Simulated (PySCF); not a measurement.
Match the calculated data to a structure.

All candidates are C5H9OPSi.

| technique | computed result |
| --- | --- |
| NMR, other nuclei | isotropic shieldings of nuclei other than C and H, by class: 289 (1 O), 302 (1 Si), 612 (1 P) ppm [GIAO PBE0/pcSseg-1] |
| 1H NMR | chemical shifts (computed TMS as zero) by class: 6.73 (1 H), 5.14 (1 H), 4.87 (1 H), 3.03 (1 H), 2.09 (3 H), 1.06 (2 H) ppm [GIAO PBE0/pcSseg-1] |
| Rotational structure | rotational constants A, B, C: 1.767, 1.043, 0.729 GHz [GFN2-xTB] |
| UV, first state | lowest singlet excitation: 5.20 eV (238 nm, f = 0.029) [TDDFT PBE0/def2-SVPD] |
| 13C NMR | chemical shifts (computed TMS as zero) by class: 87.9 (1 C), 84.4 (1 C), 80.0 (1 C), 27.1 (1 C), 5.2 (1 C) ppm [GIAO PBE0/pcSseg-1] |
| Dipole | 1.55 D [PBE0/def2-SVPD] |

Electronic properties: PySCF, gas phase, density fitting. Levels stand in brackets. One conformer (not necessarily the lowest) at the GFN2-xTB geometry, without solvent, vibrations or thermal averaging. GFN2-xTB frequencies show an imaginary mode (32i cm⁻¹), so this geometry is no minimum at that level. NMR values are class means; diastereotopic atoms form classes of their own.

Question: Which candidate is it?
A. `C#C[Si@@H](P)O/C=C\C`
B. `P[SiH2]Cc1ccco1`
C. `CC#C[C@@H]1CO[Si@@H]1P`
D. `C#C[C@@H]1CCO[Si@H]1P`
E. `CC(=O)C#C[Si@@H](C)P`

Answer: C. It is `CC#C[C@@H]1CO[Si@@H]1P`. Numbering: `[CH3:1][C:2]#[C:3][C@@H:4]1[CH2:5][O:6][Si@@H:7]1[PH2:8]`. 5 carbons fall into 5 classes; from least to most shielded: alkyne carbon [C2] (87.9 ppm), alkyne carbon [C3] (84.4 ppm), ring sp3 carbon bound to oxygen [C5] (80.0 ppm), ring sp3 carbon bound to silicon [C4] (27.1 ppm), propargylic carbon [C1] (5.2 ppm). Hydrogen classes from least to most shielded: 1 H on an oxygen-bound silicon, Si7 (6.73 ppm), 1 H on an sp3 carbon bound to oxygen, C5 (5.14 ppm), 1 H on an sp3 carbon bound to oxygen, C5 (4.87 ppm), 1 H on an sp3 carbon bound to silicon, C4 (3.03 ppm), 3 H on a propargylic carbon, C1 (2.09 ppm), 2 H on a three-coordinate phosphorus, P8 (1.06 ppm). The other shieldings belong to: 289 ppm, silyl ether oxygen [O6]; 302 ppm, oxygen-bound silicon [Si7]; 612 ppm, three-coordinate phosphorus [P8]. S1 is mainly HOMO→LUMO (weight 0.97); the largest Löwdin shares of the orbital it empties are 0.30 on an alkyne carbon, 0.26 on an alkyne carbon, 0.13 on the sp3 carbon bound to silicon and 0.08 on the oxygen-bound silicon, of the orbital it fills 0.34 on the oxygen-bound silicon, 0.15 on the three-coordinate phosphorus, 0.10 on the sp3 carbon bound to silicon and 0.10 on the silyl ether oxygen. The optimised geometry has point group C1 and is an asymmetric top.

The others, at the same levels:
- `P[SiH2]Cc1ccco1` fails: its computed 13C shifts are 158.8 (1 C), 144.9 (1 C), 118.3 (1 C), 112.5 (1 C), 14.6 (1 C) ppm, 1H shifts are 7.37 (1 H), 6.52 (1 H), 6.23 (1 H), 4.61 (2 H), 2.32 (2 H), 0.95 (2 H) ppm and lowest singlet excitation is 5.54 eV (224 nm, f = 0.119) (against 5.20 eV).
- `C#C[Si@@H](P)O/C=C\C` fails: its computed 13C shifts are 144.8 (1 C), 116.2 (1 C), 104.5 (1 C), 90.7 (1 C), 12.4 (1 C) ppm, 1H shifts are 6.42 (1 H), 5.68 (1 H), 5.02 (1 H), 2.18 (1 H), 1.91 (3 H), 1.45 (2 H) ppm and rotational constant A is 1.688 GHz (against 1.767 GHz).
- `C#C[C@@H]1CCO[Si@H]1P` fails: its computed 13C shifts are 91.0 (1 C), 75.6 (1 C), 70.7 (1 C), 37.8 (1 C), 19.3 (1 C) ppm, 1H shifts are 5.73 (1 H), 4.37 (1 H), 4.19 (1 H), 2.13 (1 H), 2.03 (1 H), 1.97 (1 H), 1.53 (1 H), 1.14 (2 H) ppm and lowest singlet excitation is 6.12 eV (203 nm, f = 0.047) (against 5.20 eV).
- `CC(=O)C#C[Si@@H](C)P` fails: its computed 13C shifts are 187.2 (1 C), 111.5 (1 C), 101.8 (1 C), 36.6 (1 C), -1.6 (1 C) ppm, 1H shifts are 4.78 (1 H), 2.34 (3 H), 1.38 (2 H), 0.48 (3 H) ppm and rotational constant A is 2.398 GHz (against 1.767 GHz).

Each candidate is one conformer, not necessarily the lowest. Dipoles, sizes and rotational constants follow the conformer. The torsions of the flexible species, by atom-mapped SMILES:
- `[CH3:1][C:2]#[C:3][C@@H:4]1[CH2:5][O:6][Si@@H:7]1[PH2:8]`: H–P8–Si7–O6 180°, H–P8–Si7–O6 87°
- `[PH2:1][SiH2:2][CH2:3][c:4]1[cH:5][cH:6][cH:7][o:8]1`: P1–Si2–C3–C4 44°, Si2–C3–C4–C5 121°, H–P1–Si2–C3 -93°, H–P1–Si2–C3 175°
- `[CH:1]#[C:2][Si@@H:3]([PH2:4])[O:5]/[CH:6]=[CH:7]\[CH3:8]`: C2–Si3–O5–C6 62°, Si3–O5–C6–C7 -163°, H–P4–Si3–C2 -17°, H–P4–Si3–C2 -109°
- `[CH3:1][C:2](=[O:3])[C:4]#[C:5][Si@@H:6]([CH3:7])[PH2:8]`: H–P8–Si6–C5 48°, H–P8–Si6–C5 -45°

The conformers of `C#C[C@@H]1CCO[Si@H]1P` aren't listed.
